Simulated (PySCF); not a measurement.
A structure optimised at PBE0-D3(BJ)/def2-SVP, used in a PySCF frequency run:

```
Si
O 1 1.6606
C 2 1.3997 1 124.13
H 3 1.1003 2 108.81 1 178.31
H 3 1.1053 4 108.05 2 -121.24
H 3 1.1068 4 107.88 5 -116.81
H 1 1.4832 2 105.77 3 170.89
H 1 1.4974 7 112.92 2 -120.19
S 1 2.1388 7 107.51 8 -117.52
C 9 1.8244 1 101.13 7 156.28
H 10 1.0982 9 106.68 1 -166.38
H 10 1.0987 11 108.66 9 120.58
H 10 1.0990 11 108.68 12 119.34
```
Charge 0, spin multiplicity 1.

Write its SMILES and formula.

CO[SiH2]SC, C2H8OSSi

What are its rotational constants (standard atomic weights)?

4.6938, 1.9766, 1.6185 GHz
